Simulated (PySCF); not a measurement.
Planning a geometry optimisation on [MoSCl4]-, `[S]=[Mo-]([Cl])([Cl])([Cl])[Cl]` [radical].

Method: PBE0-D3(BJ)/def2-SVP geometry optimisation, gas phase, def2 core potentials past Kr (PySCF 2.14.0). Work: geometry optimisation from a GFN2-xTB start, density fitting, unrestricted. The input is one job of a driver script: a line of settings, then coordinates in Å.

Input:
```
{"job": {"xc": "PBE0", "basis": "def2-SVP", "d3": "d3bj", "grid": 1, "maxiter": 40, "kind": "geom"}, "charge": -1, "multiplicity": 2}
Mo     0.001440    -0.002200     0.121560
S      0.003600    -0.007820     2.275740
Cl     2.236840     0.015970    -0.610720
Cl    -0.014900     2.244450    -0.583590
Cl    -2.237790    -0.007830    -0.602100
Cl     0.010800    -2.242570    -0.600900
```

Hardware: an x86-64 server with one thread, shared host.

The basis has 121 functions.

What wall time should be expected on this hardware?

About 54 s. The run took 6 energy-and-gradient evaluations and 53 SCF cycles, 9.0 s an evaluation on average.

At this speed, how long would 100 such jobs take on 32 cores, one job a core?

100/32 gives 4 rounds of 54 s, about 3.6 min of wall time and 1.5 core-hours, if the jobs don't slow each other.

The output:
```
step   0  E = -2306.08454260  max force = 0.032479
step   1  E = -2306.08692021  max force = 0.010761
step   2  E = -2306.08725443  max force = 0.002268
step   3  E = -2306.08734048  max force = 0.000649
step   4  E = -2306.08736827  max force = 0.000168
step   5  E = -2306.08736855  max force = 0.000039
optimisation converged
```

Energies in Eh; «max force» is the largest Cartesian gradient component in Eh/bohr.

The host was shared with other jobs, so the times are rough.

The run converged: final energy -2306.08737 Eh after 5 steps.
